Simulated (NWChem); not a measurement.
Molecule: bromine monochloride (BrCl); SMILES ClBr

Results from NWChem. Pople sets run with spherical d functions. This build's default masses of Se (78.918 u) and Br (79.917 u) are each other's, which moves their modes by up to 0.6 %. B3LYP is NWChem's, with the RPA form of VWN correlation. Each level has its own optimisation; frequencies are unscaled.

```csv
level,r Br–Cl (Å),highest harmonic frequency (cm⁻¹),zero-point energy (kcal/mol),dipole (D)
Hartree-Fock/STO-3G,2.173,565,0.8,1.21
Hartree-Fock/3-21G,2.317,420,0.6,1.33
Hartree-Fock/6-31G*,2.140,478,0.7,0.68
B3LYP/6-31G*,2.185,422,0.6,?
"LDA (Slater exchange, VWN5)/def2-SVP",2.159,430,0.6,0.45
PBE/def2-SVP,2.192,405,0.6,0.52
BLYP/def2-SVP,2.227,382,0.5,0.51
PBE0/def2-SVP,2.165,434,0.6,0.55
```

Task: Complete the blanks.

Result: 
- B3LYP/6-31G*, dipole (D): 0.59
